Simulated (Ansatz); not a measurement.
`CBCBC`. Charge 0, multiplicity 1. All single points use the PBE0-D4/def2-TZVP geometry. It is one conformer, not always the lowest.

```xyz
15

C     1.816    0.972   -1.148
B     0.988    0.861    0.167
C    -0.573    0.830    0.193
B    -0.977   -0.651   -0.097
C    -1.436   -1.649    1.007
H     2.375    1.917   -1.122
H     2.589    0.196   -1.193
H     1.231    0.948   -2.070
H     1.585    0.775    1.209
H    -0.970    1.169    1.152
H    -0.932    1.442   -0.644
H    -0.921   -1.043   -1.233
H    -1.315   -1.294    2.033
H    -2.506   -1.847    0.846
H    -0.954   -2.626    0.899
```

(1) What is the dipole moment at B3LYP/def2-TZVPP? (An estimate is asked.)

(2) And with PBE, r2SCAN, ωB97M-V? (Estimate.)

(3) Give the Mulliken charges with B3LYP, ωB97M-V, PBE in def2-TZVPP. (Estimate.)

Results:

(1) Ansatz gave: 0.33 D, with components (-0.27, 0.18, -0.04) D in this frame, pointing from negative to positive charge.

(2) Ansatz gave: PBE 0.34 D, r2SCAN 0.34 D, ωB97M-V 0.33 D.

(3) Ansatz gave: 
| atom | B3LYP | ωB97M-V | PBE |
| --- | --- | --- | --- |
| C1 | -0.30 | -0.34 | -0.32 |
| B2 | -0.01 | -0.05 | -0.01 |
| C3 | -0.17 | -0.24 | -0.16 |
| B4 | -0.01 | -0.04 | -0.01 |
| C5 | -0.30 | -0.34 | -0.32 |
| H6 | 0.09 | 0.11 | 0.10 |
| H7 | 0.10 | 0.11 | 0.10 |
| H8 | 0.09 | 0.10 | 0.09 |
| H9 | 0.02 | 0.07 | 0.01 |
| H10 | 0.09 | 0.11 | 0.10 |
| H11 | 0.10 | 0.12 | 0.11 |
| H12 | 0.02 | 0.07 | 0.01 |
| H13 | 0.09 | 0.10 | 0.09 |
| H14 | 0.09 | 0.11 | 0.10 |
| H15 | 0.10 | 0.11 | 0.10 |

B3LYP here is the variant with VWN-RPA as its local correlation; programs differ in this.
